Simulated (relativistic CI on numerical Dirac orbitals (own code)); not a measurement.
**Transition arrays of In²⁶⁺**

Method of calculation: Dirac-Coulomb-Breit CI, separate exchange-only KLI orbitals for each configuration, model QED (radiative potential, 1s self-energy scaled to tabulated hydrogen-like ionisation energies), valence Slater integrals scaled by 0.9, whole transition arrays (own radial code, finite nucleus).

Configuration list (outside the closed core [Ne] 3s2): 3p⁶3d⁵, 3p⁶3d⁴4f, 3p⁵3d⁶, 3p⁶3d⁴4p, 3p⁶3d⁴5f. Levels of other configurations are missing.

All E1 lines from the levels of 3p⁶3d⁵; mean and standard deviation are weighted by gf, and upper levels are sorted by their leading configuration.

| Upper configuration | Lines | Σgf | Mean (eV) | Mean (nm) | σ (eV) | Strongest line (nm) |
| --- | --- | --- | --- | --- | --- | --- |
| 3p⁶3d⁴4f | 5470 | 961.2 | 773.98 | 1.602 | 7.69 | 1.588 |
| 3p⁵3d⁶ | 3245 | 219.5 | 225.58 | 5.496 | 21.17 | 5.002 |
| 3p⁶3d⁴4p | 3245 | 49.8 | 619.94 | 2.000 | 7.27 | 1.998 |
| 3p⁶3d⁴5f | 5470 | 293.8 | 1003.59 | 1.235 | 8.32 | 1.228 |

Σgf per state of the lower configuration in bins of 0.2 nm over the central range (centre: value): 1.3: 1.17, 1.5: 2.11, 1.7: 1.70, 1.9: 0.10, 2.1: 0.10, 4.9: 0.13, 5.1: 0.18, 5.3: 0.13, 5.5: 0.06, 5.7: 0.06, 5.9: 0.06, 6.1: 0.11.

(1) How do configuration mixing and the scaling of the Slater integrals move the arrays?

Answers

(1) Slater scale 0.9, no configuration mixing: 3p⁶3d⁴4f 774.1 ± 7.8 eV (Σgf 962.3), 3p⁵3d⁶ 226.0 ± 21.2 eV (Σgf 233.1), 3p⁶3d⁴4p 620.1 ± 7.2 eV (Σgf 47.1), 3p⁶3d⁴5f 1003.3 ± 8.3 eV (Σgf 237.7); Slater scale 1: 3p⁶3d⁴4f 775.2 ± 8.3 eV (Σgf 966.1), 3p⁵3d⁶ 227.6 ± 22.1 eV (Σgf 219.8), 3p⁶3d⁴4p 620.0 ± 7.9 eV (Σgf 50.2), 3p⁶3d⁴5f 1004.1 ± 9.0 eV (Σgf 295.6); Slater scale 0.8: 3p⁶3d⁴4f 772.8 ± 7.1 eV (Σgf 956.3), 3p⁵3d⁶ 223.5 ± 20.3 eV (Σgf 219.1), 3p⁶3d⁴4p 619.8 ± 6.7 eV (Σgf 49.5), 3p⁶3d⁴5f 1003.1 ± 7.7 eV (Σgf 292.0). With mixing, levels are counted to their leading configuration, so an array can shrink or vanish into another, and the sums then hold other lines.
